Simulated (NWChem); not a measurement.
A series in which one site is exchanged, each optimised at PBE0/def2-SVP with NWChem, gas phase unless a solvent is named. This build's default masses of Se (78.918 u) and Br (79.917 u) are each other's, which moves their modes by up to 0.6 %. Some are not confirmed as minima by frequencies. def2 effective core potentials on Cd, Te; no spin-orbit coupling.

A: [CH3][Cd][F] (CH3CdF; site = Cd)
B: C[Se]F (CH$_{3}$FSe; site = Se)
C: [CH3][Zn][F] (CH3FZn; site = Zn)
D: C[Te]F (CH3FTe; site = Te)

```
quantity                                          A     B     C    D
---------------------------------------------  ----  ----  ----  ---
dipole (D), PBE0/def2-SVP                      2.95  2.51  2.50  [?]
orbital gap (eV), PBE0/def2-SVP                7.77  5.08  8.29  [?]
static polarisability, PBE0/def2-SVPD (bohr³)  42.5  42.1  35.7  [?]
```

Task: Fill in the missing entries.

Result: 
- dipole (D), PBE0/def2-SVP, D: 2.81
- orbital gap (eV), PBE0/def2-SVP, D: 4.12
- static polarisability, PBE0/def2-SVPD (bohr³), D: 54.0
